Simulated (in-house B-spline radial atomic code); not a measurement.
A radial electron density 4πr²n(r) was computed for an atom or ion in its tabulated ground configuration with a B-spline radial code for spherical atoms; method: Dirac-Hartree-Fock, average of configuration. Columns: r (bohr), 4πr²n(r) (electrons per bohr), bar.

```
0.000778    3.144 #
0.000939    4.283 ##
 0.00113    5.781 ##
 0.00137    7.854 ###
 0.00165    10.49 ####
   0.002    14.03 #####
 0.00241    18.44 #######
 0.00291    24.02 #########
 0.00351    30.83 ############
 0.00424    38.99 ###############
 0.00512    48.33 ##################
 0.00618    58.49 ######################
 0.00746    68.83 ##########################
 0.00901    78.39 ##############################
  0.0109    85.95 #################################
  0.0131    90.12 ##################################
  0.0159    90.47 ##################################
  0.0192    87.27 #################################
  0.0231     82.7 ###############################
  0.0279    79.96 ##############################
  0.0337    82.69 ###############################
  0.0407    92.27 ###################################
  0.0491    105.7 ########################################
  0.0593      116 ############################################
  0.0716      116 ############################################
  0.0865    105.2 ########################################
   0.104    92.83 ###################################
   0.126       90 ##################################
   0.152    98.62 #####################################
   0.184    104.4 ########################################
   0.222     91.9 ###################################
   0.268    65.22 #########################
   0.324    45.53 #################
   0.391    44.93 #################
   0.472    51.21 ###################
    0.57     47.1 ##################
   0.688    31.48 ############
    0.83     15.1 ######
       1    5.213 ##
    1.21    1.232 
    1.46   0.2055 
    1.76  0.02292 
    2.13 0.001441
```

Problem. Which atom or ion is it?
A. Dy16+
B. Ho16+
C. Dy15+
D. Tb16+

Solution. A. The area under the curve, ∫4πr²n dr = ∫r·4πr²n d(ln r) on this logarithmic grid, is 50 electrons, which only this option has. The configuration is [Kr] 4d10 4f4.
